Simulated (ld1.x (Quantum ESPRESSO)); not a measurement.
Before and after: TM potential for tellurium (Te)

```json
{
  "Element": "Te (Z = 52)",
  "Generator": "ld1.x (Quantum ESPRESSO) 7.5",
  "Type": "norm-conserving Troullier–Martins (Kleinman–Bylander form)",
  "Functional": "revPBE",
  "Relativity": "non-relativistic",
  "Frozen core": "[Kr] 4d10",
  "Valence charge": "6",
  "Reference configuration": "5s2 5p4",
  "Partial waves": "5p (bound): rc 1.95 bohr; 5s (bound): rc 1.60 bohr",
  "Local potential": "the s channel",
  "Core correction": "Bessel-smoothed model core, default radius (core density twice the valence density)"
}
```

Change: all radii but the core radius scaled by about 1.05 (s 1.68, p 2.04 bohr).

Cutoffs: the cutoffs (Ry, on a coarse ladder) from which the occupation-weighted sum of valence levels, in a spherical-Bessel basis at the reference potential, stays within 10 and 1 mRy of its value at 400 Ry; they do not see the model core or the augmentation charge, which bear on the density cutoff. Errors are all-electron minus pseudo energies relative to the spin-unpolarised reference configuration.

Q: What does the change do?

A: The potential gets softer (35 Ry and 80 Ry → 30 Ry and 55 Ry); the errors of the 7 common tests hardly move; neither file shows a bound ghost. A larger radius leaves more room for a smooth pseudo-wave, so fewer plane waves are needed.

| quantity | base | changed |
| --- | --- | --- |
| cutoff, loose | 35 Ry | 30 Ry |
| cutoff, tight | 80 Ry | 55 Ry |
| loose cutoff by channel (10 mRy a level) | p 10 Ry, s 30 Ry | p 12 Ry, s 21 Ry |
| bound ghosts | none | none |
| error for 5s2 5p3, meV [ΔE 9.73 eV] | -1.0 | -0.9 |
| error for 5s2 5p2, meV [ΔE 27.59 eV] | -10 | -10 |
| error for 5s2 5p1, meV [ΔE 54.30 eV] | -47 | -48 |
| error for 5s2 5p3.5, meV [ΔE 3.91 eV] | -0.2 | -0.1 |
| error for 5s1 5p5, meV [ΔE 7.99 eV] | -8.3 | -7.7 |
| error for 5s0 5p6, meV [ΔE 16.11 eV] | -35 | -32 |
| error for 5s1 5p4, meV [ΔE 18.24 eV] | -13 | -12 |
